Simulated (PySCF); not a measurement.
# Basis-set dependence of population analyses: `O[SiH](O)CCl`

CH₅ClO₂Si.
Bonds: O1–Si2, Si2–O3, Si2–C4, C4–Cl5. Hydrogens: H6 on O1; H7 on Si2; H8 on O3; H9, H10 on C4.

PBE0 throughout (PySCF), one geometry, spherical d and f functions. Isolated species at its PBE0-D3(BJ)/def2-SVP geometry (one conformer only). Atoms taken as equivalent share a column and are averaged.

Mulliken charges (e):

```tsv
basis	functions	O1/O3	Si2	C4	Cl5	H6/H8	H7	H9/H10
STO-3G	38	-0.450	+0.907	-0.299	-0.180	+0.200	-0.141	+0.106
6-31G	63	-0.799	+1.219	-0.835	-0.014	+0.419	-0.137	+0.263
pcSseg-0	63	-0.843	+1.534	-1.123	-0.064	+0.400	-0.117	+0.327
6-31G*	88	-0.738	+0.956	-0.673	-0.089	+0.449	-0.108	+0.245
cc-pVDZ	103	-0.354	+0.656	-0.266	-0.144	+0.175	-0.107	+0.109
def2-SVP	103	-0.412	+0.784	-0.289	-0.183	+0.199	-0.122	+0.119
aug-cc-pVDZ	168	-0.704	+1.296	-0.011	-0.143	+0.122	+0.254	-0.116
6-311+G(2d,p)	181	-0.717	+1.248	-0.694	-0.014	+0.285	-0.069	+0.196
def2-TZVP	197	-0.525	+0.568	-0.260	-0.163	+0.328	-0.059	+0.154
cc-pVTZ	228	-0.359	+0.533	-0.215	-0.172	+0.205	-0.090	+0.126
IGLO-III	243	-0.623	+1.175	-0.545	-0.054	+0.263	-0.185	+0.165
```

IAO charges (e):

```json
{"basis": "STO-3G", "functions": "38", "O1/O3": "-0.587", "Si2": "+1.125", "C4": "-0.517", "Cl5": "-0.090", "H6/H8": "+0.246", "H7": "-0.139", "H9/H10": "+0.152"}
{"basis": "6-31G", "functions": "63", "O1/O3": "-0.753", "Si2": "+1.192", "C4": "-0.568", "Cl5": "-0.103", "H6/H8": "+0.365", "H7": "-0.134", "H9/H10": "+0.194"}
{"basis": "pcSseg-0", "functions": "63", "O1/O3": "-0.738", "Si2": "+1.223", "C4": "-0.587", "Cl5": "-0.099", "H6/H8": "+0.351", "H7": "-0.146", "H9/H10": "+0.192"}
{"basis": "6-31G*", "functions": "88", "O1/O3": "-0.781", "Si2": "+1.323", "C4": "-0.567", "Cl5": "-0.105", "H6/H8": "+0.365", "H7": "-0.176", "H9/H10": "+0.178"}
{"basis": "cc-pVDZ", "functions": "103", "O1/O3": "-0.778", "Si2": "+1.308", "C4": "-0.556", "Cl5": "-0.106", "H6/H8": "+0.367", "H7": "-0.176", "H9/H10": "+0.176"}
{"basis": "def2-SVP", "functions": "103", "O1/O3": "-0.775", "Si2": "+1.320", "C4": "-0.556", "Cl5": "-0.099", "H6/H8": "+0.363", "H7": "-0.183", "H9/H10": "+0.171"}
{"basis": "aug-cc-pVDZ", "functions": "168", "O1/O3": "-0.800", "Si2": "+1.323", "C4": "-0.560", "Cl5": "-0.108", "H6/H8": "+0.379", "H7": "-0.171", "H9/H10": "+0.180"}
{"basis": "6-311+G(2d,p)", "functions": "181", "O1/O3": "-0.809", "Si2": "+1.355", "C4": "-0.576", "Cl5": "-0.104", "H6/H8": "+0.379", "H7": "-0.180", "H9/H10": "+0.182"}
{"basis": "def2-TZVP", "functions": "197", "O1/O3": "-0.809", "Si2": "+1.370", "C4": "-0.580", "Cl5": "-0.102", "H6/H8": "+0.377", "H7": "-0.185", "H9/H10": "+0.180"}
{"basis": "cc-pVTZ", "functions": "228", "O1/O3": "-0.805", "Si2": "+1.356", "C4": "-0.576", "Cl5": "-0.104", "H6/H8": "+0.377", "H7": "-0.182", "H9/H10": "+0.180"}
{"basis": "IGLO-III", "functions": "243", "O1/O3": "-0.812", "Si2": "+1.366", "C4": "-0.581", "Cl5": "-0.099", "H6/H8": "+0.380", "H7": "-0.183", "H9/H10": "+0.180"}
```

Some averages cover members that differ in this geometry, most widely: O1/O3, Mulliken in aug-cc-pVDZ -0.721 to -0.686 e.

**Question.** Which scheme is steadiest as the basis changes?

**Answer.** Largest range over the bases for any column: IAO 0.25 e, Mulliken 1.11 e. IAO charges move least and Mulliken charges most, counted in e. Without the minimal STO-3G basis the ranges are IAO 0.18, Mulliken 1.11 e.

**Question.** How much do the charges still move between the two largest bases, cc-pVTZ and IGLO-III?

**Answer.** At most, over all atoms: Mulliken 0.642 e, IAO 0.010 e.

**Question.** What do the same runs give for the total energy, the frontier levels and the dipole moment?

**Answer.** 
```json
{"basis": "STO-3G", "energy (Eh)": "-929.9000", "HOMO (eV)": "-4.46", "LUMO (eV)": "4.27", "μ (D)": "1.62"}
{"basis": "6-31G", "energy (Eh)": "-940.6825", "HOMO (eV)": "-8.32", "LUMO (eV)": "0.13", "μ (D)": "1.18"}
{"basis": "pcSseg-0", "energy (Eh)": "-939.5241", "HOMO (eV)": "-8.32", "LUMO (eV)": "0.26", "μ (D)": "1.16"}
{"basis": "6-31G*", "energy (Eh)": "-940.8135", "HOMO (eV)": "-8.09", "LUMO (eV)": "0.35", "μ (D)": "1.05"}
{"basis": "cc-pVDZ", "energy (Eh)": "-940.8691", "HOMO (eV)": "-8.04", "LUMO (eV)": "0.41", "μ (D)": "0.95"}
{"basis": "def2-SVP", "energy (Eh)": "-940.4825", "HOMO (eV)": "-8.02", "LUMO (eV)": "0.59", "μ (D)": "0.85"}
{"basis": "aug-cc-pVDZ", "energy (Eh)": "-940.9007", "HOMO (eV)": "-8.24", "LUMO (eV)": "-0.41", "μ (D)": "0.93"}
{"basis": "6-311+G(2d,p)", "energy (Eh)": "-940.9639", "HOMO (eV)": "-8.27", "LUMO (eV)": "-0.34", "μ (D)": "0.90"}
{"basis": "def2-TZVP", "energy (Eh)": "-940.9873", "HOMO (eV)": "-8.19", "LUMO (eV)": "0.08", "μ (D)": "0.89"}
{"basis": "cc-pVTZ", "energy (Eh)": "-940.9857", "HOMO (eV)": "-8.17", "LUMO (eV)": "0.13", "μ (D)": "0.93"}
{"basis": "IGLO-III", "energy (Eh)": "-940.9881", "HOMO (eV)": "-8.16", "LUMO (eV)": "0.03", "μ (D)": "0.78"}
```

The dipole is fixed by the density alone, so its range of 0.84 D shows that the density itself changes with the basis, not only its division among atoms.
